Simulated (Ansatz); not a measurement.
Born–Oppenheimer molecular dynamics of a periodic cell of 12 atoms, H (contents 6 H2, density as packed 0.10 g/cm³ with natural masses). It goes on from the last frame of an earlier run, with new velocities.

Level of theory: Ansatz, DFT PBE-D3(BJ), scalar-relativistic, plane waves, PAW. Settings: accuracy low, cutoff 250 eV, k mesh 1x1x1, fermi-dirac smearing 0.02 eV, no spin polarisation.

```
ensemble        : NPT, Langevin
time step       : 0.75 fs
steps asked     : 200
set temperature : 1500 K
friction        : 0.005 /fs
pressure        : 10 GPa
seed            : 859682
```

Frames 3.75 fs apart, positions in Å.

Velocities at 45.0 fs (Å/ps):

```
H -10.23 2.43 -27.65
H 34.19 -46.77 40.79
H 20.47 29.09 47.50
H -95.45 -32.69 -67.52
H 8.90 -11.03 -36.81
H -44.42 3.70 -64.62
H -30.59 -3.76 12.56
H 39.67 -27.79 2.82
H 17.92 28.86 -24.19
H -26.39 -16.49 15.15
H 54.62 16.87 -42.92
H -49.00 30.26 5.59
```

```xyz
12
Lattice="5.4545 0.0000 0.0000 0.0000 5.4545 0.0000 0.0000 0.0000 5.4545" Properties=species:S:1:pos:R:3 time_fs=45.0 energy_less_start_eV=0.407 T=1574
H 6.056 -0.022 6.033
H 5.587 -0.040 5.504
H 1.337 1.310 4.231
H 1.076 1.547 3.636
H 2.623 5.089 0.170
H 2.439 4.408 -0.140
H 4.035 -0.823 3.402
H 3.729 -0.421 4.042
H 6.829 8.786 1.460
H 6.219 8.439 1.589
H -1.064 8.142 8.254
H -1.352 8.882 8.470
12
Lattice="5.3950 0.0000 0.0000 0.0000 5.3950 0.0000 0.0000 0.0000 5.3950" Properties=species:S:1:pos:R:3 time_fs=48.8 energy_less_start_eV=1.250 T=1190
H 6.086 0.028 6.015
H 5.498 -0.245 5.472
H 1.347 1.422 4.265
H 0.781 1.407 3.426
H 2.587 4.933 0.036
H 2.281 4.415 -0.378
H 3.879 -0.802 3.412
H 3.846 -0.495 4.043
H 6.772 8.736 1.377
H 6.124 8.314 1.631
H -0.927 8.229 8.041
H -1.460 8.722 8.317
12
Lattice="5.3330 0.0000 0.0000 0.0000 5.3330 0.0000 0.0000 0.0000 5.3330" Properties=species:S:1:pos:R:3 time_fs=52.5 energy_less_start_eV=0.914 T=1470
H 5.984 0.002 5.931
H 5.454 -0.344 5.516
H 1.134 1.550 3.937
H 0.727 1.284 3.559
H 2.553 4.747 -0.058
H 2.145 4.388 -0.591
H 3.759 -0.781 3.399
H 3.977 -0.469 4.132
H 6.636 8.587 1.328
H 6.118 8.234 1.631
H -0.811 8.350 7.810
H -1.541 8.434 8.079
12
Lattice="5.2684 0.0000 0.0000 0.0000 5.2684 0.0000 0.0000 0.0000 5.2684" Properties=species:S:1:pos:R:3 time_fs=56.2 energy_less_start_eV=1.023 T=1268
H 5.900 -0.007 5.872
H 5.317 -0.440 5.583
H 1.084 1.783 3.769
H 0.498 1.038 3.514
H 2.461 4.518 -0.167
H 2.024 4.341 -0.736
H 3.703 -0.660 3.547
H 4.131 -0.473 4.069
H 6.581 8.483 1.226
H 6.028 8.053 1.660
H -0.785 8.395 7.579
H -1.525 8.126 7.803
12
Lattice="5.2034 0.0000 0.0000 0.0000 5.2034 0.0000 0.0000 0.0000 5.2034" Properties=species:S:1:pos:R:3 time_fs=60.0 energy_less_start_eV=0.317 T=1595
H 5.779 -0.032 5.829
H 5.148 -0.476 5.658
H 0.803 1.715 3.546
H 0.521 1.071 3.561
H 2.362 4.274 -0.260
H 1.911 4.284 -0.862
H 3.677 -0.539 3.607
H 4.337 -0.426 4.063
H 6.443 8.280 1.157
H 6.069 7.940 1.626
H -0.902 8.419 7.408
H -1.343 7.823 7.453
12
Lattice="5.1354 0.0000 0.0000 0.0000 5.1354 0.0000 0.0000 0.0000 5.1354" Properties=species:S:1:pos:R:3 time_fs=63.8 energy_less_start_eV=0.704 T=1479
H 5.590 -0.106 5.707
H 4.927 -0.445 5.723
H 0.552 1.766 3.284
H 0.541 0.953 3.665
H 2.254 4.073 -0.350
H 1.813 4.207 -0.943
H 3.795 -0.398 3.750
H 4.471 -0.396 3.920
H 6.379 8.129 1.006
H 6.030 7.788 1.645
H -1.020 8.388 7.205
H -1.220 7.560 7.124
12
Lattice="5.0659 0.0000 0.0000 0.0000 5.0659 0.0000 0.0000 0.0000 5.0659" Properties=species:S:1:pos:R:3 time_fs=67.5 energy_less_start_eV=0.878 T=1556
H 5.432 -0.130 5.608
H 4.653 -0.450 5.753
H 0.335 1.645 3.163
H 0.551 1.020 3.637
H 2.135 3.845 -0.432
H 1.735 4.139 -0.993
H 3.854 -0.252 3.880
H 4.660 -0.380 3.767
H 6.281 7.941 0.954
H 6.072 7.698 1.581
H -1.240 8.169 6.987
H -0.998 7.516 6.838
12
Lattice="4.9983 0.0000 0.0000 0.0000 4.9983 0.0000 0.0000 0.0000 4.9983" Properties=species:S:1:pos:R:3 time_fs=71.2 energy_less_start_eV=1.098 T=1426
H 5.166 -0.219 5.545
H 4.558 -0.346 5.829
H 0.100 1.451 3.053
H 0.627 1.188 3.603
H 2.001 3.657 -0.532
H 1.706 4.062 -1.058
H 4.059 -0.169 3.980
H 4.587 -0.378 3.581
H 6.233 7.798 0.827
H 6.095 7.577 1.556
H -1.482 7.989 6.788
H -0.839 7.446 6.594
12
Lattice="4.9321 0.0000 0.0000 0.0000 4.9321 0.0000 0.0000 0.0000 4.9321" Properties=species:S:1:pos:R:3 time_fs=75.0 energy_less_start_eV=1.835 T=1164
H 5.078 -0.223 5.473
H 4.345 -0.249 5.982
H -0.035 1.375 2.933
H 0.677 1.348 3.520
H 1.892 3.457 -0.633
H 1.703 4.010 -1.139
H 4.151 -0.130 4.073
H 4.484 -0.445 3.394
H 6.174 7.646 0.754
H 6.130 7.448 1.445
H -1.540 7.651 6.585
H -0.912 7.491 6.448
12
Lattice="4.8652 0.0000 0.0000 0.0000 4.8652 0.0000 0.0000 0.0000 4.8652" Properties=species:S:1:pos:R:3 time_fs=78.8 energy_less_start_eV=1.461 T=1526
H 4.846 -0.190 5.597
H 4.375 -0.132 6.026
H 0.029 1.282 2.987
H 0.575 1.621 3.215
H 1.809 3.334 -0.731
H 1.745 3.896 -1.179
H 4.264 -0.205 3.985
H 4.224 -0.470 3.357
H 6.105 7.501 0.625
H 6.155 7.269 1.334
H -1.727 7.345 6.429
H -0.900 7.516 6.288
12
Lattice="4.8008 0.0000 0.0000 0.0000 4.8008 0.0000 0.0000 0.0000 4.8008" Properties=species:S:1:pos:R:3 time_fs=82.5 energy_less_start_eV=2.244 T=1186
H 4.834 -0.163 5.596
H 4.208 0.016 6.207
H -0.043 1.182 2.947
H 0.613 1.922 3.001
H 1.755 3.234 -0.786
H 1.831 3.829 -1.258
H 4.315 -0.255 3.915
H 3.939 -0.573 3.253
H 6.006 7.340 0.531
H 6.193 7.037 1.176
H -1.684 7.129 6.242
H -1.149 7.507 6.185
12
Lattice="4.7407 0.0000 0.0000 0.0000 4.7407 0.0000 0.0000 0.0000 4.7407" Properties=species:S:1:pos:R:3 time_fs=86.2 energy_less_start_eV=1.953 T=1550
H 4.719 -0.081 5.805
H 4.246 0.150 6.163
H 0.134 1.403 2.921
H 0.374 1.924 2.734
H 1.763 3.167 -0.889
H 1.899 3.709 -1.342
H 4.280 -0.391 3.665
H 3.701 -0.628 3.372
H 5.899 7.177 0.447
H 6.210 6.767 1.006
H -1.756 6.835 6.103
H -1.329 7.589 6.137
```

Of the whole run (150 fs, mean temperature of the second half 1695 K): The conserved energy wandered by up to 8.4 meV per atom (net 5.4 meV per atom), which is poor conservation. The mean temperature of the second half is 13 % above the set value. A run of 0.15 ps of so small a system gives no equilibrium averages. The plane-wave cutoff is below what these datasets need, so energies and pressures aren't converged. Limits of this set-up: coarse k mesh, low accuracy level. The cell's volume went from 198 to 65 Å³.

The run took 62 s on 1 thread of Arm Neoverse V1, with other jobs on the host, peak memory 0.26 GiB.
